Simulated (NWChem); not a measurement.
Molecule: CH2N, doublet; SMILES [N]=C

All runs: NWChem. Spin-unrestricted. In the optimisation the excess spin sits in b2 (C2v, its own frame). The geometry was optimised at PBE0/def2-SVP, spin-unrestricted. No stability test was run on the SCF state. Solvent water, SMD (1 M gas to 1 M solution), gas-phase geometry. Reactions with the solvent are ignored.

| level | basis functions | solvation free energy (kcal/mol) | cavity-dispersion-structure term (kcal/mol) | dipole in solution (D) |
|---|---|---|---|---|
| M06-2X/cc-pVDZ | 38 | -3.0 | 1.6 | 3.02 |
| M06-2X/aug-cc-pVDZ | 64 | -3.8 | 1.6 | 3.42 |
| M06-2X/cc-pVTZ | 88 | -3.7 | 1.6 | [?] |
| M06-2X/aug-cc-pVTZ | 138 | -3.9 | 1.6 | 3.45 |
| M06-2X/cc-pVQZ | 170 | -3.7 | 1.6 | 3.39 |

Task: What belongs in the gaps?

Result: 
- M06-2X/cc-pVTZ, dipole in solution (D): 3.33
